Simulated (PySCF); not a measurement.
C6H14, SMILES CCCCCC. Atoms are numbered in the order given.

```xyz
20

C      2.8728     0.8889    -0.3470
C      1.8508     0.0417     0.4093
C      0.4597     0.0556    -0.2273
C     -0.5665    -0.7899     0.5299
C     -1.9536    -0.8520    -0.1207
C     -2.6854     0.4898    -0.1809
H      2.9955     0.5342    -1.3840
H      2.5571     1.9445    -0.3966
H      3.8630     0.8593     0.1348
H      2.2092    -1.0017     0.4746
H      1.7740     0.3972     1.4528
H      0.1096     1.1007    -0.2970
H      0.5317    -0.3072    -1.2699
H     -0.6655    -0.4025     1.5613
H     -0.1732    -1.8172     0.6317
H     -1.8554    -1.2636    -1.1418
H     -2.5736    -1.5753     0.4368
H     -2.7912     0.9295     0.8254
H     -3.6968     0.3755    -0.6020
H     -2.1510     1.2224    -0.8063
```
Charge 0, spin multiplicity 1.

Coordinates come from a B3LYP-D3(BJ)/def2-SVP optimisation. Other conformers were not sampled.

Level of theory: HF/pcSseg-1 (PySCF).

GIAO shieldings, no solvent; atoms listed in one row are averaged. δ = σ(ref) − σ: ¹³C against TMS (σ = 192.6 ppm); ¹H against TMS (σ = 31.99 ppm), references at their B3LYP-D3(BJ)/def2-TZVP geometries, non-relativistic.

Computed chemical shifts:
```json
[
 {"nucleus": "¹³C", "atoms": "C3, C4", "count": "2", "δ (ppm)": "32.1"},
 {"nucleus": "¹³C", "atoms": "C2", "count": "1", "δ (ppm)": "26.6"},
 {"nucleus": "¹³C", "atoms": "C5", "count": "1", "δ (ppm)": "24.9"},
 {"nucleus": "¹³C", "atoms": "C1", "count": "1", "δ (ppm)": "18.6"},
 {"nucleus": "¹³C", "atoms": "C6", "count": "1", "δ (ppm)": "16.5"},
 {"nucleus": "¹H", "atoms": "H17", "count": "1", "δ (ppm)": "1.67"},
 {"nucleus": "¹H", "atoms": "H15", "count": "1", "δ (ppm)": "1.51"},
 {"nucleus": "¹H", "atoms": "H12", "count": "1", "δ (ppm)": "1.42"},
 {"nucleus": "¹H", "atoms": "H16", "count": "1", "δ (ppm)": "1.37"},
 {"nucleus": "¹H", "atoms": "H10", "count": "1", "δ (ppm)": "1.36"},
 {"nucleus": "¹H", "atoms": "H7, H8, H9, H18, H19, H20", "count": "6", "δ (ppm)": "1.34"},
 {"nucleus": "¹H", "atoms": "H11", "count": "1", "δ (ppm)": "1.32"},
 {"nucleus": "¹H", "atoms": "H14", "count": "1", "δ (ppm)": "1.20"},
 {"nucleus": "¹H", "atoms": "H13", "count": "1", "δ (ppm)": "0.95"}
]
```
